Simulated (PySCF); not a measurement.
Species: C5H4F2.
Atom-mapped SMILES: `[F:1]/[CH:2]=[C:3](/[F:4])[C:5]1=[CH:6][CH2:7]1` (hydrogens: H8 on C2; H9 on C6; H10, H11 on C7)

Torsions of this conformer, `[F:1]/[CH:2]=[C:3](/[F:4])[C:5]1=[CH:6][CH2:7]1`: C2–C3–C5–C6 180°.

The closed-shell ground state was solved at several levels (PySCF, density fitting, gas phase, non-relativistic). Isolated species at its PBE0-D3(BJ)/def2-SVP geometry (one conformer only).

```json
{"level": "PBE0/pcSseg-2", "basis functions": "308", "total energy (Eh)": "-392.2287", "HOMO (eV)": "-6.71", "LUMO (eV)": "-1.39", "gap (eV)": "5.32", "dipole (D)": "0.13"}
{"level": "PBE0/6-31G", "basis functions": "71", "total energy (Eh)": "-391.9650", "HOMO (eV)": "-6.55", "LUMO (eV)": "-1.09", "gap (eV)": "5.46", "dipole (D)": "0.25"}
{"level": "PBE0/def2-SVP", "basis functions": "118", "total energy (Eh)": "-391.7819", "HOMO (eV)": "-6.62", "LUMO (eV)": "-1.21", "gap (eV)": "5.41", "dipole (D)": "0.12"}
{"level": "PBE0/IGLO-III", "basis functions": "285", "total energy (Eh)": "-392.2349", "HOMO (eV)": "-6.70", "LUMO (eV)": "-1.38", "gap (eV)": "5.32", "dipole (D)": "0.14"}
{"level": "PBE0/aug-cc-pVDZ", "basis functions": "197", "total energy (Eh)": "-392.1214", "HOMO (eV)": "-6.69", "LUMO (eV)": "-1.39", "gap (eV)": "5.30", "dipole (D)": "0.14"}
{"level": "PBE0/cc-pVDZ", "basis functions": "118", "total energy (Eh)": "-392.0954", "HOMO (eV)": "-6.51", "LUMO (eV)": "-1.09", "gap (eV)": "5.42", "dipole (D)": "0.14"}
{"level": "PBE0/def2-TZVP", "basis functions": "241", "total energy (Eh)": "-392.2304", "HOMO (eV)": "-6.67", "LUMO (eV)": "-1.33", "gap (eV)": "5.34", "dipole (D)": "0.12"}
{"level": "LC-wPBE/def2-SVPD", "basis functions": "178", "total energy (Eh)": "-391.9808", "HOMO (eV)": "-9.29", "LUMO (eV)": "0.77", "gap (eV)": "10.06", "dipole (D)": "0.19"}
{"level": "CAM-B3LYP/def2-SVPD", "basis functions": "178", "total energy (Eh)": "-392.0667", "HOMO (eV)": "-8.02", "LUMO (eV)": "-0.35", "gap (eV)": "7.67", "dipole (D)": "0.22"}
{"level": "PBE0/6-31G*", "basis functions": "106", "total energy (Eh)": "-392.0627", "HOMO (eV)": "-6.37", "LUMO (eV)": "-0.89", "gap (eV)": "5.48", "dipole (D)": "0.14"}
{"level": "PBE0/6-31+G*", "basis functions": "134", "total energy (Eh)": "-392.0841", "HOMO (eV)": "-6.69", "LUMO (eV)": "-1.35", "gap (eV)": "5.34", "dipole (D)": "0.15"}
{"level": "PBE/def2-SVPD", "basis functions": "178", "total energy (Eh)": "-391.7980", "HOMO (eV)": "-5.69", "LUMO (eV)": "-2.31", "gap (eV)": "3.38", "dipole (D)": "0.12"}
```

Problem. Estimate the row for LDA/def2-SVPD, a basis of 178 functions; the other rows only guide the guess.

Solution. Total energy -389.2074 Eh, HOMO -5.87 eV, LUMO -2.56 eV, gap 3.31 eV, dipole 0.15 D.

Problem. Over all these levels, which gives the widest orbital gap and which the narrowest?

Solution. LC-wPBE/def2-SVPD (range-separated hybrid) has the widest, 10.06 eV, and LDA/def2-SVPD (LDA) the narrowest, 3.31 eV. The two share the basis. From the narrowest to the widest the HOMO moves by -3.42 eV and the LUMO by +3.33 eV.

Problem. How much does the basis alone move the frontier levels among the 9 PBE0 rows?

Solution. The HOMO by 0.34 eV and the LUMO by 0.50 eV. By rising basis size (HOMO, LUMO in eV): 6-31G -6.55, -1.09; 6-31G* -6.37, -0.89; def2-SVP -6.62, -1.21; cc-pVDZ -6.51, -1.09; 6-31+G* -6.69, -1.35; aug-cc-pVDZ -6.69, -1.39; def2-TZVP -6.67, -1.33; IGLO-III -6.70, -1.38; pcSseg-2 -6.71, -1.39.

Problem. How far do the dipole and the HOMO energy spread over the levels?

Solution. The dipole runs from 0.12 to 0.25 D (mean 0.15 D) and the HOMO from -9.29 to -5.69 eV.
